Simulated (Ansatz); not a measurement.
Species: difluoroborinic acid, sum formula HBOF₂, charge 0, multiplicity 1. 
Geometry from a B3LYP-D3(BJ)/def2-TZVP (Ansatz, a program for electronic structure) optimisation:
```xyz
5

B     -0.0138    -0.0173    -0.0022
F     -0.3836     1.2557     0.1315
F     -0.9587    -0.9338    -0.1214
O      1.2809    -0.3932    -0.0192
H      1.9030     0.3355     0.0731
```
Charge 0, spin multiplicity 1.

Wanted: vertical ionisation energy (to the doublet state of charge +1; each state is the SCF solution reached for its spin), in eV. Cores are frozen in the correlated levels unless marked. Open shells are spin-unrestricted. No spin-orbit coupling. No relativistic terms. Basis-set limits of correlation are two-point, X^-3; Hartree-Fock from the larger set. [CCSD(T)-MP2]/basis is that difference in the basis named.

```csv
level,program,vertical ionisation energy (eV)
B3LYP/def2-TZVPD,Ansatz,13.80
PBE0/def2-TZVPD,Ansatz,…
"RI-MP2/CBS(aug-cc-pVTZ,aug-cc-pVQZ)+[CCSD(T)-MP2]/aug-cc-pVTZ",Ansatz,…
```

Q: What belongs in the gaps?

A: 
- PBE0/def2-TZVPD, vertical ionisation energy (eV): 13.73
- RI-MP2/CBS(aug-cc-pVTZ,aug-cc-pVQZ)+[CCSD(T)-MP2]/aug-cc-pVTZ, vertical ionisation energy (eV): 14.12
